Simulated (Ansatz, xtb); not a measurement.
Diatomic SiCu, multiplicity 2 (lowest of 2S+1 = 2, 4 at CCSD(T)/def2-TZVPP on PBE0 minima; our sources give no spin for the ground state, which may be another). No spin–orbit coupling. Cu is treated without relativity. The T1 diagnostic near the minimum is 0.084, so single-reference values are doubtful.

Seven points along R, fitted to fifth degree in 1/R; most abundant isotopes. Runs in def2 and cc sets follow the lowest solution found near the PBE0 minimum.

Codes used: Ansatz (a quantum-chemistry and plane-wave program) with Gaussian orbitals; xtb for the GFN methods. Values without a source in brackets are computed. The GFN methods have no spin term and hold the electronic entropy of 300 K.

```json
[
 {"level": "GFN1-xTB", "r_e (Å)": "2.251", "ω_e (cm⁻¹)": "404", "B_e (cm⁻¹)": "0.172", "α_e (cm⁻¹)": "0.0015", "dipole (D)": "-"},
 {"level": "GFN2-xTB", "r_e (Å)": "2.214", "ω_e (cm⁻¹)": "399", "B_e (cm⁻¹)": "0.178", "α_e (cm⁻¹)": "0.0016", "dipole (D)": "-"},
 {"level": "SVWN5/def2-TZVPP", "r_e (Å)": "2.160", "ω_e (cm⁻¹)": "375", "B_e (cm⁻¹)": "0.187", "α_e (cm⁻¹)": "0.0011", "dipole (D)": "0.85"},
 {"level": "PBE/def2-TZVPP", "r_e (Å)": "2.215", "ω_e (cm⁻¹)": "349", "B_e (cm⁻¹)": "0.177", "α_e (cm⁻¹)": "0.0011", "dipole (D)": "1.06"},
 {"level": "r2SCAN/def2-TZVPP", "r_e (Å)": "2.191", "ω_e (cm⁻¹)": "360", "B_e (cm⁻¹)": "0.181", "α_e (cm⁻¹)": "0.0011", "dipole (D)": "1.53"},
 {"level": "B97M-V/def2-TZVPP", "r_e (Å)": "2.228", "ω_e (cm⁻¹)": "344", "B_e (cm⁻¹)": "0.175", "α_e (cm⁻¹)": "0.0011", "dipole (D)": "1.23"},
 {"level": "B3LYP/def2-TZVPP", "r_e (Å)": "2.246", "ω_e (cm⁻¹)": "325", "B_e (cm⁻¹)": "0.173", "α_e (cm⁻¹)": "0.0011", "dipole (D)": "1.23"},
 {"level": "PBE0/def2-TZVPP", "r_e (Å)": "2.240", "ω_e (cm⁻¹)": "332", "B_e (cm⁻¹)": "0.174", "α_e (cm⁻¹)": "0.0011", "dipole (D)": "1.70"},
 {"level": "BHLYP/def2-TZVPP", "r_e (Å)": "2.293", "ω_e (cm⁻¹)": "303", "B_e (cm⁻¹)": "0.166", "α_e (cm⁻¹)": "0.0010", "dipole (D)": "2.02"},
 {"level": "CAM-B3LYP/def2-TZVPP", "r_e (Å)": "2.234", "ω_e (cm⁻¹)": "332", "B_e (cm⁻¹)": "0.174", "α_e (cm⁻¹)": "0.0011", "dipole (D)": "1.70"},
 {"level": "wB97X-V/def2-TZVPP", "r_e (Å)": "2.242", "ω_e (cm⁻¹)": "336", "B_e (cm⁻¹)": "0.173", "α_e (cm⁻¹)": "0.0010", "dipole (D)": "2.37"},
 {"level": "wB97M-V/def2-TZVPP", "r_e (Å)": "2.232", "ω_e (cm⁻¹)": "335", "B_e (cm⁻¹)": "0.175", "α_e (cm⁻¹)": "0.0011", "dipole (D)": "1.92"},
 {"level": "B2PLYP/def2-TZVPP", "r_e (Å)": "2.230", "ω_e (cm⁻¹)": "336", "B_e (cm⁻¹)": "0.175", "α_e (cm⁻¹)": "0.0011", "dipole (D)": "-"}
]
```

Correlated levels freeze the inner cores; with def2 sets outer-core shells near the valence are correlated too.

Doubts at one or more of the structures used: a spin-contaminated determinant (r2SCAN/def2-TZVPP, B2PLYP/def2-TZVPP).
